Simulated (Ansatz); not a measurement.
## Nudged elastic band run: LiBe16

The input (input.yaml):

```yaml
crystal:
  lattice:
    - [-2.29, -3.966396, 0.0]
    - [3.435, -1.983198, 0.0]
    - [0.0, 0.0, 7.17686]
  atoms:
    - { symbol: Be, position: [0.75779374, 0.54341637, 0.00691764] }
    - { symbol: Be, position: [0.49162574, 0.34464327, 0.25226206] }
    - { symbol: Be, position: [0.72694256, 0.3370594, 0.5077698] }
    - { symbol: Be, position: [0.49148708, 0.34414093, 0.762611] }
    - { symbol: Be, position: [0.51242739, 0.02802396, 0.00683645] }
    - { symbol: Be, position: [0.26217784, 0.84973434, 0.25188752] }
    - { symbol: Be, position: [0.5318831, -0.05668758, 0.50636533] }
    - { symbol: Be, position: [0.26190678, 0.85014487, 0.76212481] }
    - { symbol: Be, position: [0.26024181, 0.53529717, 0.0071926] }
    - { symbol: Be, position: [0.0051296, 0.40554435, 0.25274031] }
    - { symbol: Be, position: [0.32482625, 0.54187894, 0.50719376] }
    - { symbol: Be, position: [0.0049993, 0.40596658, 0.76103836] }
    - { symbol: Be, position: [0.01639775, 0.04967202, 0.00699838] }
    - { symbol: Be, position: [0.7673655, 0.90644527, 0.25311505] }
    - { symbol: Be, position: [-0.06040046, -0.27633667, 0.50668914] }
    - { symbol: Be, position: [0.76676468, 0.90657669, 0.76022672] }
    - { symbol: Li, position: [0.12623324, 0.13242989, 0.50713096] }
basis:
  ecutwfc: 420.0
kpoints:
  mp_grid: { grid: [4, 4, 3] }
hamiltonian:
  xc: pbe
scf:
  occupations: { method: gaussian, width: 0.1 }
  lower_state_search: "off"
neb:
  images: 7
  f_tol: 0.03
  initial_path: idpp
  max_iterations: 16
  optimiser: fire
  final_atoms:
    - { symbol: Be, position: [0.73332928, 0.42774134, 0.01077601] }
    - { symbol: Be, position: [0.48371899, 0.28408463, 0.25721457] }
    - { symbol: Be, position: [0.7334619, 0.42819043, 0.50341619] }
    - { symbol: Be, position: [0.56050845, 0.60996363, 0.75695715] }
    - { symbol: Be, position: [0.49501995, -0.07192459, 0.0112787] }
    - { symbol: Be, position: [0.24006269, 0.79791964, 0.25721315] }
    - { symbol: Be, position: [0.49503933, -0.07141585, 0.50300799] }
    - { symbol: Be, position: [0.17572842, 0.79120415, 0.75739687] }
    - { symbol: Be, position: [0.23809805, 0.48351362, 0.01243357] }
    - { symbol: Be, position: [-0.01216586, 0.30591152, 0.25737281] }
    - { symbol: Be, position: [0.23840209, 0.48336257, 0.50222691] }
    - { symbol: Be, position: [-0.03220291, 0.39051561, 0.75696597] }
    - { symbol: Be, position: [0.00891302, -0.01070725, 0.01254821] }
    - { symbol: Be, position: [0.74237386, 0.79094602, 0.25713637] }
    - { symbol: Be, position: [0.00865632, -0.01087934, 0.5022483] }
    - { symbol: Be, position: [0.7737102, 0.9957704, 0.75747986] }
    - { symbol: Li, position: [0.37380443, 0.20102907, 0.75732833] }
  order_check: false
```

Run as:

```bash
$ ansatz run input.yaml --threads 1 --pin off --max-ram 3072MiB --backend cpu --events-out ev --progress --plain --runs-dir out
```

Output, in part (warnings, iteration lines):

```
NEB end point (image 0): max|allowed force component| = 2.429e-2 eV/Å (the criterion of neb.relax_end_points is 1.000e-2)
NEB end point (image 8): max|allowed force component| = 8.848e-3 eV/Å (the criterion of neb.relax_end_points is 1.000e-2)
NEB iter   1: max|band force component| = 2.202e0 eV/Å  barrier→ = 1.9861 eV  barrier← = 1.9863 eV  Δτ_max = 0.0418 Å  (55 SCF iters)
NEB iter   2: max|band force component| = 1.370e0 eV/Å  barrier→ = 1.7630 eV  barrier← = 1.7632 eV  Δτ_max = 0.0678 Å  (35 SCF iters)
NEB iter   3: max|band force component| = 4.729e-1 eV/Å  barrier→ = 1.5620 eV  barrier← = 1.5622 eV  CI = image 4  Δτ_max = 0.0681 Å  (35 SCF iters)
NEB iter   4: max|band force component| = 7.913e-1 eV/Å  barrier→ = 1.5154 eV  barrier← = 1.5156 eV  CI = image 4  Δτ_max = 0.0036 Å  (35 SCF iters)
NEB iter   5: max|band force component| = 7.347e-1 eV/Å  barrier→ = 1.5022 eV  barrier← = 1.5024 eV  CI = image 4  Δτ_max = 0.0068 Å  (26 SCF iters)
NEB iter   6: max|band force component| = 6.266e-1 eV/Å  barrier→ = 1.4789 eV  barrier← = 1.4791 eV  CI = image 4  Δτ_max = 0.0095 Å  (33 SCF iters)
NEB iter   7: max|band force component| = 4.768e-1 eV/Å  barrier→ = 1.4509 eV  barrier← = 1.4511 eV  CI = image 4  Δτ_max = 0.0113 Å  (33 SCF iters)
NEB iter   8: max|band force component| = 3.331e-1 eV/Å  barrier→ = 1.4238 eV  barrier← = 1.4240 eV  CI = image 4  Δτ_max = 0.0120 Å  (35 SCF iters)
NEB iter   9: max|band force component| = 3.062e-1 eV/Å  barrier→ = 1.4014 eV  barrier← = 1.4016 eV  CI = image 4  Δτ_max = 0.0116 Å  (35 SCF iters)
NEB iter  10: max|band force component| = 3.510e-1 eV/Å  barrier→ = 1.3843 eV  barrier← = 1.3845 eV  CI = image 4  Δτ_max = 0.0120 Å  (35 SCF iters)
NEB iter  11: max|band force component| = 4.582e-1 eV/Å  barrier→ = 1.3680 eV  barrier← = 1.3682 eV  CI = image 4  Δτ_max = 0.0143 Å  (35 SCF iters)
NEB iter  12: max|band force component| = 5.269e-1 eV/Å  barrier→ = 1.3478 eV  barrier← = 1.3480 eV  CI = image 4  Δτ_max = 0.0166 Å  (35 SCF iters)
NEB iter  13: max|band force component| = 5.177e-1 eV/Å  barrier→ = 1.3193 eV  barrier← = 1.3195 eV  CI = image 4  Δτ_max = 0.0201 Å  (35 SCF iters)
NEB iter  14: max|band force component| = 4.146e-1 eV/Å  barrier→ = 1.2839 eV  barrier← = 1.2840 eV  CI = image 4  Δτ_max = 0.0261 Å  (35 SCF iters)
NEB iter  15: max|band force component| = 2.791e-1 eV/Å  barrier→ = 1.2496 eV  barrier← = 1.2498 eV  CI = image 4  Δτ_max = 0.0315 Å  (35 SCF iters)
NEB iter  16: max|band force component| = 2.929e-1 eV/Å  barrier→ = 1.2230 eV  barrier← = 1.2232 eV  CI = image 4  Δτ_max = 0.0348 Å  (35 SCF iters)
Error: NEB band did not converge after 16 iterations: max|band force component| = 2.93e-1 eV/Å (threshold 3.0e-2); raise `neb.max_iterations` in a new run, which can start from the last band evaluated (`neb.initial_path`, with `crystal.atoms` and `neb.final_atoms` set to its first and last images), …
```

The run ended unconverged. The band didn't meet its force threshold, so its energies are provisional: the largest band force was still 0.29 eV/Å, and over the last iterations the top moved between 1.22 and 1.28 eV. Limits of this set-up: coarse k mesh.

Final band (atoms are numbered from 1 in the order of the input):

```tsv
image	path coordinate (Å)	energy (eV)	Be6–Li17 (Å)	Be10–Li17 (Å)	Be5–Li17 (Å)
0	0.00	0.00	2.24	2.19	4.02
1	0.43	0.16	2.36	2.27	3.78
2	0.86	0.59	2.54	2.44	3.51
3	1.28	1.06	2.74	2.67	3.23
4	1.69	1.22	2.94	2.90	2.98
5	2.13	1.05	3.19	3.18	2.71
6	2.57	0.57	3.47	3.48	2.46
7	3.00	0.15	3.74	3.78	2.28
8	3.44	0.00	3.98	4.02	2.19
```

Run time: 8.6 min on 1 thread of Intel(R) Xeon(R) Platinum 8488C (Sapphire Rapids) (shared host), peak memory 0.8 GiB.
